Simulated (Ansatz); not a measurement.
The cluster Na4H4 (the lowest singlet isomer of a short search) was relaxed with r2SCAN-D4 (def2-SVP) in Ansatz in these states: neutral quintet, neutral singlet, neutral triplet. The geometries follow in no particular order.

A:

Cartesian coordinates in Å:
```
Na -0.980 -0.738 -1.436
Na 0.419 -1.361 1.240
Na 1.596 0.768 -0.656
Na -1.035 1.331 0.852
H -0.437 1.414 -1.289
H 1.020 0.766 1.493
H -1.659 -0.798 0.681
H 1.076 -1.383 -0.886
```

B:

```xyz
8

Na    1.218   -0.377    0.008
Na    0.255   -2.603   -2.298
Na    1.737    2.450    1.735
Na   -1.082    1.266   -1.194
H     0.204    1.710    0.372
H    -0.998   -0.559    1.632
H    -0.324   -0.583   -1.730
H    -1.010   -1.305    1.474
```

C:

```xyz
8

Na    0.595    1.568   -2.666
Na    3.093   -0.313    0.507
Na   -3.090    0.297   -0.515
Na   -0.596   -1.550    2.674
H    -0.372   -2.217   -1.391
H    -0.063    2.071    1.639
H     0.370   -2.306   -1.237
H     0.063    2.450    0.990
```

Problem. Judge from the bond lengths which geometry belongs to which state (an estimate).

Solution. A is the neutral singlet (Na2–Na3 3.084 Å, Na1–Na4 3.085 Å, Na3–H8 2.224 Å); B is the neutral triplet (Na2–Na3 6.632 Å, Na1–Na4 3.071 Å, Na3–H8 4.659 Å); C is the neutral quintet (Na2–Na3 6.296 Å, Na1–Na4 6.298 Å, Na3–H8 4.104 Å).

At PBE0-D4/def2-TZVP a singlet lies 1.47 eV below the neutral triplet. At PBE0-D4/def2-TZVP a singlet lies 2.38 eV below the neutral quintet. In the triplet, H6 and H8 lie 0.76 Å apart (atoms count from 1), so H2 has formed as a molecule. In the quintet, H5 and H7 lie 0.76 Å apart, H6 and H8 lie 0.76 Å apart (atoms count from 1), so H2 has formed as a molecule. These are the stationary points nearest to one start from a short search; other shapes may lie lower in each state. The neutral triplet has come apart into loosely held pieces. The neutral quintet has come apart into loosely held pieces.
